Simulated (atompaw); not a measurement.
# antimony: one change to a PAW (atompaw) potential, before and after

| Property | Result |
| --- | --- |
| Element | Sb (Z = 51) |
| Generator | atompaw 4.2.0.5 |
| Type | PAW |
| Functional | PBE |
| Relativity | scalar-relativistic |
| Frozen core | [Kr] |
| Valence charge | 15 |
| Reference configuration | 4d10 5s1.5 5p3.5 |
| Partial waves | 5s (bound): rc 2.45 bohr; 5s channel at 0.25 Ry: rc 2.45 bohr; 5p (bound): rc 2.45 bohr; 5p channel at 0.85 Ry: rc 2.45 bohr; 4d (bound): rc 2.45 bohr; 4d channel at -0.9 Ry: rc 2.45 bohr |
| Local potential | ultrasoft scheme with l = 3 at 0 Ry, radius 2.05 bohr |
| Core correction | smooth core density matched at 1.55 bohr |
| Augmentation charge | besselshape compensation charge, radius 2.30 bohr; PAW radius 2.45 bohr; waves and projectors: custom rrkj vanderbiltortho |

Change: core [Ar] 3d10, valence charge 23; reference 4s2 4p6 4d10 5s1.5 5p3.5; waves now 4s (bound): rc 0.95 bohr; 5s (bound): rc 1.35 bohr; 4p (bound): rc 1.15 bohr; 5p (bound): rc 1.35 bohr; 4d (bound): rc 1.35 bohr; 4d channel at 2.05 Ry: rc 1.35 bohr; local potential ultrasoft scheme with l = 3 at 0 Ry, radius 1.20 bohr; core correction smooth core density matched at 1.15 bohr; augmentation besselshape compensation charge, radius 1.20 bohr; PAW radius 1.35 bohr; waves and projectors: custom rrkj vanderbiltortho.

Cutoffs: the cutoffs (Ry, on a coarse ladder) from which the occupation-weighted sum of valence levels, in a spherical-Bessel basis at the reference potential, stays within 10 and 1 mRy of its value at 400 Ry; they do not see the model core or the augmentation charge, which bear on the density cutoff.

**Question.** What does the change do?

**Answer.** The potential gets harder (18 Ry and 30 Ry → 100 Ry and 180 Ry); a bound ghost appears in s, which as a rule spoils a file. The added semicore shells are compact, so their waves need more plane waves. Several settings change at once here, so the effects cannot be laid on one of them.

| quantity | base | changed |
| --- | --- | --- |
| cutoff, loose | 18 Ry | 100 Ry |
| cutoff, tight | 30 Ry | 180 Ry |
| loose cutoff by channel (10 mRy a level) | s 6 Ry, p 6 Ry, d 15 Ry | s 50 Ry, p 60 Ry, d 50 Ry |
| bound ghosts | none | s |
| lowest overlap eigenvalue by channel | s 0.29, p 0.51, d 0.81 | s 0.01, p 0.07, d 0.12 |

 A true bound ghost makes a file unfit for plane-wave use even where its test errors are small: the radial tests pick states by their node count and pass the ghost by. The cutoffs see the waves, projectors and local potential, not the compensation charge or the core.
